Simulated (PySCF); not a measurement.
Radial density of Se⁻ (selenium, charge -1)

UHF, [Ar] 3d10 4s2 4p5, 2P determinant. Computed with PySCF 2.14 in aug-cc-pVQZ-PP with ECP10MDF (7s6p5d3f2g, 89 functions), with scalar relativity through the core potential. This is the valence pseudo-density: the core potential removes the inner electrons and smooths the orbitals near the nucleus.

```
r (bohr)  4πr²ρ (e/bohr)  4πr²(ρα − ρβ)
0.000590       3.029e-05         0.0000
0.000992       8.506e-05         0.0000
 0.00167       0.0002359         0.0000
 0.00281       0.0006362         0.0000
 0.00472        0.001638         0.0000
 0.00794        0.004000         0.0000
  0.0134        0.008846         0.0000
  0.0225         0.01713         0.0000
  0.0378         0.03077         0.0000
  0.0636         0.09943         0.0000
   0.107          0.7434        -0.0003
   0.180           4.789         0.0008
   0.303           19.49         0.0364
   0.509           32.39         0.0539
   0.856           12.28         0.0217
    1.44           4.003         0.4192
    2.42           2.491         0.4091
    4.07          0.5327         0.0696
    6.85         0.03801        -0.0012
    11.5       0.0005852        -0.0001
```

Energies and moments cover only the electrons outside the core potential.
